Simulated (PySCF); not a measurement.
Coordinates in bohr (charge 0 multiplicity 4):
```
Ru    0.0000    0.0000    0.3107
Cl   -4.0250    0.0000    1.4475
Cl    4.0250    0.0000    1.4475
Cl    0.0000    0.0000   -3.7944
```

These are results of UBP86/[Ru def2-TZVP with ECP28, Cl def2-TZVP], scalar-relativistic core potentials, density fitting, no spin–orbit coupling, PySCF, not measurements.

This geometry of RuCl₃ is a stationary point at this level.

(1) What is the point group?

(2) Is it a minimum?

(3) What are the dipole moment and the gap between the highest occupied and lowest empty levels of either spin?

(4) Give the ideal-gas entropy at 298.15 K and 1 bar by parts.

Results:

(1) C2v.

(2) Yes: all harmonic wavenumbers are real.

(3) 0.36 D and 0.61 eV.

(4) translation 175.4, rotation 114.3, vibration 58.0, spin 11.5; total 359.2 J/(mol K).

Only a few start shapes were tried, so a lower isomer may exist. With open d or f shells other occupations or spin states may lie lower.
